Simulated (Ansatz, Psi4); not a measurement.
Here is a job for Ansatz (a program for electronic structure).
Ansatz 0.2 input:
```yaml
crystal:
  periodic: [false, false, false]
  atoms:
    - {symbol: C, position_ang: [0.12759886, 0.00235050, 0.97980862]}
    - {symbol: C, position_ang: [0.04914638, -0.65013550, -0.42875685]}
    - {symbol: C, position_ang: [0.03020025, 0.65085982, -0.42941053]}
    - {symbol: H, position_ang: [-1.00514422, -0.01391574, 1.43690629]}
    - {symbol: H, position_ang: [-0.09632726, -1.50864710, -1.08261999]}
    - {symbol: H, position_ang: [-0.14020148, 1.50411391, -1.08413373]}
basis:
  gaussian:
    orbitals: STO-3G
total_charge: -1
magnetization: {spin_polarized: false}
correlation: {method: mp2, electrons: outside_noble_gas}
accuracy: high
```

Problem. Convert this to an input for Psi4.

Solution. Several could match; the one computed here: 
```
memory 2 GB

molecule mol {
-1 1
C     0.127599    0.002351    0.979809
C     0.049146   -0.650135   -0.428757
C     0.030200    0.650860   -0.429411
H    -1.005144   -0.013916    1.436906
H    -0.096327   -1.508647   -1.082620
H    -0.140201    1.504114   -1.084134
}

set {
  basis sto-3g
  reference rhf
  freeze_core true
  mp2_type conv
  scf_type pk
  puream true
  d_convergence 1e-8
}

energy('mp2')
print_variables()
```

Both were run: Ansatz gave -113.704585 Eh and Psi4 -113.704585 Eh, 0.000 mEh apart.
